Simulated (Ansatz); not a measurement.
A run for Ansatz (a first-principles code): R-wB97M-V/def2-TZVPPD on HF (SMILES F) with ghost functions, monomers drawn apart or pushed together. Files ending in .json are basis or fitting sets from the Basis Set Exchange.

Ansatz 0.2 input:
```yaml
crystal:
  periodic: [false, false, false]
  atoms:
    - {symbol: F, position_ang: [0.20462727, 0.17507711, 3.06456626]}
    - {symbol: H, position_ang: [0.08365950, 0.15251345, 2.10755983]}
basis:
  gaussian:
    orbitals: def2-TZVPPD.json
    ghost_atoms:
      - {symbol: C, position_ang: [-0.87117176, 0.98217052, 0.08530888]}
      - {symbol: N, position_ang: [-0.11875750, 0.13958578, 0.64317204]}
      - {symbol: C, position_ang: [0.56416924, -0.86247084, -0.15016902]}
      - {symbol: H, position_ang: [-1.37650676, 1.72740964, 0.69348369]}
      - {symbol: H, position_ang: [-1.04150251, 0.99873208, -0.99527204]}
      - {symbol: H, position_ang: [0.34360864, -0.78095898, -1.21971435]}
      - {symbol: H, position_ang: [1.63898639, -0.76360373, 0.00986895]}
      - {symbol: H, position_ang: [0.27397852, -1.85130364, 0.20846698]}
hamiltonian:
  xc: {name: wB97M-V}
scf: {lower_state_search: off}
```

Output:

```
WARN ansatz: RAYON_NUM_THREADS=1 ignored (pool sized by the plan → 1); use --threads N
Functional definition: wB97M-V
these checks for a lower state are left out or cut short: stability, starts, cluster_reference, orbital_swaps, neighbouring_geometries, increment
integrals: 0.18 GiB planned
1005 factors; their error is unknown
integrals: 0.22 GiB planned
336 factors; integrals over basis functions are off by at most 4.1e-5 eV
mean field: 1.58 GiB planned
mean field evaluation 1: about -2732.3856 eV, gradient 2.9e1 eV
mean field evaluation 2: about -2732.2097 eV, gradient 3.5e1 eV
mean field evaluation 4: about -2733.6975 eV, gradient 2.8e-1 eV
mean field evaluation 8: about -2733.7033 eV, gradient 1.0e-2 eV
mean field -2733.70333399 eV, -100.4617445534 hartree, gradient 2.6e-6 eV, S^2 0.000000; 0 other end points of the search recorded, 0 dependent functions left out
reference -2733.70337588 eV, -100.4617460931 hartree; 5, 5 occupied and 248, 248 virtual orbitals, 1005 factors
Total energy: -2733.70337588 eV, -100.4617460931 hartree
Checks for a lower state left out: stability, starts, cluster_reference, orbital_swaps, neighbouring_geometries, increment
```

The calculation finished and met its thresholds.

Cost: roughly 2.8 core-seconds.
